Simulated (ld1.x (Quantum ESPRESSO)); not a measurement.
What the settings do to the TM potential of tantalum

Base potential:

```json
{
 "Element": "Ta (Z = 73)",
 "Generator": "ld1.x (Quantum ESPRESSO) 7.5",
 "Type": "norm-conserving Troullier–Martins (Kleinman–Bylander form)",
 "Functional": "LDA (PZ)",
 "Relativity": "scalar-relativistic",
 "Frozen core": "[Kr] 4d10 4f14 5s2",
 "Valence charge": "11",
 "Reference configuration": "5p6 5d3 6s1.75 6p0 (charge +0.25)",
 "Partial waves": "5p (bound): rc 1.55 bohr; 5d (bound): rc 2.50 bohr; 5f channel at 0.45 Ry: rc 2.65 bohr; 6s (bound): rc 2.90 bohr",
 "Local potential": "the s channel",
 "Core correction": "a·sin(br)/r model core, default radius (core density twice the valence density)"
}
```

Cutoffs, loose and tight: the cutoffs (Ry, on a coarse ladder) from which the occupation-weighted sum of valence levels, in a spherical-Bessel basis at the reference potential, stays within 10 and 1 mRy of its value at 400 Ry. They do not see the model core or the augmentation charge, which bear on the density cutoff. Test errors are all-electron minus pseudo excitation energies from the reference, over the configurations 5p6 5d3 6s2 6p0; 5p6 5d3 6s1 6p0; 5p6 5d3 6s0 6p0; 5p6 5d4 6s1 6p0; 5p6 5d2 6s2 6p0; 5p6 5d4 6s0 6p0; 5p6 5d2 6s2 6p1 (two spin-polarised tests are not counted in the largest error). A dash means not determined; rows that change the core or the reference have their own tests.

```tsv
change	outcome	cutoff, loose	cutoff, tight	bound ghosts	largest test error (meV)
base	generated	55 Ry	100 Ry	none	-604
all radii but the core radius scaled by about 0.78 (s 2.24, p 1.20, d 1.94, f 2.06 bohr)	generated	100 Ry	140 Ry	none	-557
all radii but the core radius scaled by about 0.83 (s 2.42, p 1.30, d 2.08, f 2.20 bohr)	generated	100 Ry	140 Ry	none	-598
all radii but the core radius scaled by about 0.88 (s 2.56, p 1.36, d 2.20, f 2.34 bohr)	generated	90 Ry	120 Ry	none	-610
all radii but the core radius scaled by about 1.04 (s 3.00, p 1.60, d 2.60, f 2.76 bohr)	generated	50 Ry	90 Ry	none	-593
all radii but the core radius scaled by about 1.12 (s 3.26, p 1.74, d 2.80, f 2.98 bohr)	generated	40 Ry	70 Ry	none	-569
all radii but the core radius scaled by about 1.19 (s 3.44, p 1.84, d 2.96, f 3.14 bohr)	generated	35 Ry	45 Ry	none	-550
all radii but the core radius scaled by about 1.24 (s 3.60, p 1.92, d 3.10, f 3.30 bohr)	generated	35 Ry	45 Ry	none	-528
all radii but the core radius scaled by about 1.32 (s 3.82, p 2.04, d 3.30, f 3.50 bohr)	generated	25 Ry	40 Ry	none	-504
all radii but the core radius scaled by about 1.38 (s 4.00, p 2.14, d 3.44, f 3.66 bohr)	generated	25 Ry	40 Ry	none	-477
```

Reading the sweep of the scale of all radii but the core radius (base = 1) (base included, trends over the rows without a ghost): The loose cutoff falls from 100 Ry at 0.78 to 25 Ry at 1.38. A larger radius leaves more room for a smooth pseudo-wave, so fewer plane waves are needed; a smaller one forces it to follow the all-electron wave where it bends sharply. The median size of the test errors (rows with all tests solved) is not monotonic: lowest 9.4 meV at 1.19, highest 61.6 meV at 1.38.
